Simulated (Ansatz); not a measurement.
Molecule: sum formula SiHCl, net charge 1, doublet state. SMILES of the parent species: [SiH]Cl
Geometry from a B3LYP-D3(BJ)/def2-TZVP (Ansatz, a first-principles code) optimisation:
```
Si
H 1 1.5065
Cl 1 1.9651 2 115.71
```
Charge +1, spin multiplicity 2.

Parts of the frozen-core correlation energy in cc-pV(D+d)Z (Ansatz, hartree). Frozen orbitals: 10; correlated occupied orbitals by spin: 6 and 5; virtual: 35 and 36. UHF or UKS for open shells. Spin-orbit coupling is left out. Non-relativistic.

```
term                            value
-------------------------  ----------
reference (HF)             -748.71462
MP2 opposite-spin            -0.14909
MP2 same-spin              (withheld)
CCSD correlation           (withheld)
(T)                        (withheld)
CCSDT minus CCSD(T)          -0.00106
T1 diagnostic                   0.022
largest doubles amplitude       0.040
<S^2> of the reference          0.762
```

### Question
Some entries are withheld; supply them.

### Answer

- MP2 same-spin, value: -0.04840
- CCSD correlation, value: -0.22477
- (T), value: -0.00710
